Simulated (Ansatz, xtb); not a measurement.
## Ranking isomers of CH8N2Si3

3 gas-phase structures of CH8N2Si3, from a drawn sample of its isomers (lower ones may exist). Each was relaxed with GFN2-xTB; where two conformers were screened, the lower at r2SCAN-D4/def2-SVP//GFN2-xTB is listed:

A. `N#C[Si@@H]([SiH3])N[SiH3]`, a singlet
B. `N#C[SiH2]N([SiH3])[SiH3]`, a singlet
C. `N#C[SiH2]N[SiH2][SiH3]`, a singlet

Which do you expect lowest at r2SCAN-D4/def2-SVP//GFN2-xTB, and how would the others follow?

Calculated order at r2SCAN-D4/def2-SVP//GFN2-xTB: B (0.0), A (11.0), C (11.5) kcal/mol. Less than 1 kcal/mol parts A and C, so the order within that pair means little.

Energies above the lowest of each column, in kcal/mol; the last columns are at r2SCAN-D4/def2-SVP geometries:

```csv
structure,GFN2-xTB,HF/STO-3G,r2SCAN-D4/def2-SVP//GFN2-xTB,r2SCAN-D4/def2-SVP,CCSD(T)/def2-SVP + ΔMP2/def2-TZVPP
B,0.0,0.0,0.0,0.0,0.0
A,23.9,6.8,11.0,10.0,14.1
C,25.0,7.6,11.5,10.4,14.5
```

Every level run on B puts it lowest or level with the lowest. Flexible structures stand in one conformer each, not always the lowest. B keeps a small imaginary mode. C keeps a small imaginary mode. ΔMP2 is the change of the MP2 energy from the smaller to the larger basis.

Programs: Ansatz 0.2.0, xtb 6.7.1.
